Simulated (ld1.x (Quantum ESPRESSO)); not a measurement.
# Ti (Z = 22): excitation energies, all-electron against RRKJ

Ti (Z = 22), norm-conserving RRKJ (Kleinman–Bylander form), made with ld1.x (Quantum ESPRESSO) 7.5 (PBE, scalar-relativistic). Core [Ne] 3s2, reference 3p6 3d2 4s1.75 4p0 (charge +0.25). Waves: 3p (bound): rc 1.40 bohr; 3d (bound): rc 2.15 bohr; 4s (bound): rc 3.10 bohr. Local part: the s channel. Core correction: none. rho0 = 0.01.

Energies are relative to the spin-unpolarised reference configuration 3p6 3d2 4s1.75 4p0; without spin polarisation the order of configurations can differ from experiment. The frozen-core shift is the all-electron ΔE with the core orbitals held at their reference shape minus the fully relaxed ΔE.

**Question.** Give the all-electron excitation energy and the error of the potential for: 3p6 3d2 4s2 4p0; 3p6 3d2 4s1 4p0; 3p6 3d2 4s0 4p0; 3p6 3d2 4s1.5 4p0; 3p6 3d0 4s0 4p0; 3p6 3d2 4s1 4p1; 3p6 3d2 4s0 4p1.

**Answer.**

```csv
valence configuration,charge,ΔE all-electron (eV),error AE − PS (meV),frozen-core shift (meV)
3p6 3d2 4s2 4p0,0,-1.290,+0.2,-0.1
3p6 3d2 4s1 4p0,+1,6.056,+0.4,+0.5
3p6 3d2 4s0 4p0,+2,19.629,+2.1,+2.0
3p6 3d2 4s1.5 4p0,+0.5,1.647,0.0,+0.1
3p6 3d0 4s0 4p0,+4,89.863,+1064,+385
3p6 3d2 4s1 4p1,0,1.786,-519,+0.1
3p6 3d2 4s0 4p1,+1,9.833,-903,+0.9
```

Levels in the configuration 3p6 3d2 4s0 4p1:

```csv
level,all-electron (eV),pseudo (eV)
3p,-47.372,-48.141
3d,-12.474,-13.216
4p,-7.218,-6.678
```

These tests converged, but a pseudo level misses the all-electron one widely, so the file describes the atom poorly there or has found another state: 3p6 3d0 4s0 4p0: empty 4p by 4.5 eV (a node warning on the way). ld1.x printed “convergence not achieved” for 4 of the counted tests; their residual had stalled under 1e-8, short of the target of 1e-14. A variational frozen-core shift is positive and of second order in the change. This column holds negative values, so the frozen-core run of ld1.x carries numerical noise or an error of first order here, and the column gives no more than the rough size of the effect.
